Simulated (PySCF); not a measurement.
PhCF2CH2CH3, C₉H₁₀F₂.
Numbering: `[CH3:1][CH2:2][C:3]([F:4])([F:5])[c:6]1[cH:7][cH:8][cH:9][cH:10][cH:11]1` (hydrogens: H12, H13, H14 on C1; H15, H16 on C2; H17 on C7; H18 on C8; H19 on C9; H20 on C10; H21 on C11)

The same species was optimised twice, with GFN2-xTB and with PBE0-D3(BJ)/def2-SVP (PySCF), and the same property calculations (PySCF, gas phase) were run on both structures.

```csv
coordinate,GFN2-xTB,PBE0-D3(BJ)/def2-SVP,change
C2–C3 (Å),1.531,1.517,-0.014
C9–C10 (Å),1.385,1.394,+0.009
C7–C8 (Å),1.383,1.393,+0.010
C8–C9 (Å),1.385,1.394,+0.009
C10–C11 (Å),1.384,1.393,+0.009
C6–C11 (Å),1.388,1.397,+0.009
C6–C7 (Å),1.388,1.396,+0.008
C1–C2 (Å),1.524,1.519,-0.005
C3–F5 (Å),1.368,1.363,-0.005
C3–F4 (Å),1.368,1.364,-0.004
C3–C6 (Å),1.510,1.510,0.000
F4–C3–F5 (°),104.4,106.2,+1.8
C2–C3–C6 (°),112.2,113.6,+1.4
C1–C2–C3 (°),111.9,113.1,+1.2
F4–C3–C6 (°),110.3,109.3,-1.0
C2–C3–F4 (°),109.6,108.8,-0.8
F5–C3–C6 (°),110.4,109.6,-0.8
C2–C3–F5 (°),109.6,109.0,-0.6
C3–C6–C7 (°),120.0,120.3,+0.3
C1–C2–C3–F4 (°),57,58,+1
C2–C3–C6–C7 (°),89,92,+3
```

Rotational constants: A = 2417, B = 696.9, C = 642.7 MHz (GFN2-xTB) against A = 2421, B = 694.5, C = 637.2 MHz (PBE0-D3(BJ)/def2-SVP). Atoms that the bonding makes alike are paired by their places after alignment.

On the GFN2-xTB structure: HOMO (eV) -7.56 [PBE0/pcSseg-1]; LUMO (eV) -0.56 [PBE0/pcSseg-1]; dipole (D) 2.34 [PBE0/pcSseg-1]; GIAO shielding of C1 (ppm) 178.3 [PBE0/pcSseg-1]; GIAO shielding of C2 (ppm) 145.5 [PBE0/pcSseg-1]; GIAO shielding of C3 (ppm) 57.7 [PBE0/pcSseg-1]; GIAO shielding of F4/F5 (mean) (ppm) 305.9 [PBE0/pcSseg-1]; GIAO shielding of C6 (ppm) 39.6 [PBE0/pcSseg-1]; GIAO shielding of C7/C11 (mean) (ppm) 56.5 [PBE0/pcSseg-1]; GIAO shielding of C8/C10 (mean) (ppm) 53.1 [PBE0/pcSseg-1]; GIAO shielding of C9 (ppm) 52.4 [PBE0/pcSseg-1].

What do these properties become on the PBE0-D3(BJ)/def2-SVP structure?

```
                                    property          level  on GFN2-xTB  on PBE0-D3(BJ)/def2-SVP  change
                                   HOMO (eV)  PBE0/pcSseg-1        -7.56                    -7.54   +0.02
                                   LUMO (eV)  PBE0/pcSseg-1        -0.56                    -0.62   -0.06
                                  dipole (D)  PBE0/pcSseg-1         2.34                     2.26   -0.08
energy, GFN2-xTB geometry as zero (kcal/mol)  PBE0/pcSseg-1          0.0                     -0.5    -0.5
                  GIAO shielding of C1 (ppm)  PBE0/pcSseg-1        178.3                    176.6    -1.7
                  GIAO shielding of C2 (ppm)  PBE0/pcSseg-1        145.5                    145.6    +0.1
                  GIAO shielding of C3 (ppm)  PBE0/pcSseg-1         57.7                     59.9    +2.2
        GIAO shielding of F4/F5 (mean) (ppm)  PBE0/pcSseg-1        305.9                    308.1    +2.2
                  GIAO shielding of C6 (ppm)  PBE0/pcSseg-1         39.6                     38.2    -1.4
       GIAO shielding of C7/C11 (mean) (ppm)  PBE0/pcSseg-1         56.5                     53.8    -2.7
       GIAO shielding of C8/C10 (mean) (ppm)  PBE0/pcSseg-1         53.1                     50.7    -2.4
                  GIAO shielding of C9 (ppm)  PBE0/pcSseg-1         52.4                     49.6    -2.8
```

The heavy atoms differ by 0.033 Å rms after alignment (one structure mirrored). Among bonds between heavy atoms C2–C3 changes most (-0.014 Å). Changes are differences of the printed values. Neither structure is proved a minimum here.

The values belong to the conformer `[CH3:1][CH2:2][C:3]([F:4])([F:5])[c:6]1[cH:7][cH:8][cH:9][cH:10][cH:11]1`: C1–C2–C3–F4 58°, C2–C3–C6–C7 92°.
